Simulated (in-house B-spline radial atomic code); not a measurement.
# Se: [Ar] 3d10 4s1 4p4 4f1 (an excited or competing configuration)

Level of theory: non-relativistic r2SCAN0, spin-polarised, spherical fractional occupations, exact exchange averaged over the configuration, point nucleus; calculated with a radial B-spline atomic code at the basis-set limit.

Screening seen three ways: the hydrogenic charge with the same mean radius, Z_r = [3n² - l(l+1)]/(2<r>), the one with the same energy, Z_e = n√(-2ε), and Slater's rules. Values are occupation-weighted means over spin.

| shell | electrons | ε (eV) | <r> (bohr) | Z_r | Z_e | Slater |
| --- | --- | --- | --- | --- | --- | --- |
| 1s | 2 | -12396 | 0.045 | 33.34 | 30.18 | 33.70 |
| 2s | 2 | -1604.1 | 0.1997 | 30.05 | 21.72 | 29.85 |
| 2p | 6 | -1438.5 | 0.1728 | 28.94 | 20.57 | 29.85 |
| 3s | 2 | -229.87 | 0.5832 | 23.15 | 12.33 | 22.75 |
| 3p | 6 | -172.04 | 0.5929 | 21.08 | 10.67 | 22.75 |
| 3d | 10 | -70.092 | 0.6243 | 16.82 | 6.81 | 12.85 |
| 4s | 1 | -29.708 | 1.763 | 13.62 | 5.91 | 7.30 |
| 4p | 4 | -16.271 | 2.093 | 10.99 | 4.37 | 7.30 |
| 4f | 1 | -0.57772 | 17.62 | 1.02 | 0.82 | 1.00 |

The least bound orbital is 4f up at -0.5777 eV, and it is also the most diffuse (<r> = 17.62 bohr).
